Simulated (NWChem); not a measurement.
System: SnH$_{3}$Cl; SMILES [SnH3][Cl]

Computed with NWChem. All runs use the structure optimised with PBE0/def2-SVP. No frequency run checked for a minimum. def2 effective core potentials on Sn; no spin-orbit coupling.

Diagonal of the polarisability tensor at CAM-B3LYP/def2-SVPD, static: 51.50, 51.50, 63.91 bohr³.

Find the mean polarisability volume, the molar refraction, and the refractive index that an ideal gas of it would have at 273.15 K and 1 atm.


1. Mean: one third of the trace = 55.64 bohr³ × 0.14818 Å³/bohr³ = 8.24 Å³.
2. Molar refraction (Lorentz-Lorenz): (4π/3) N_A α = 20.8 cm³/mol.
3. Number density p/kT = 2.687 × 10⁻⁵ Å⁻³; n − 1 = 2π N α = 13.92 × 10⁻⁴.
4. These hold the electronic response alone: vibrational and orientational terms add to the static dielectric constant.
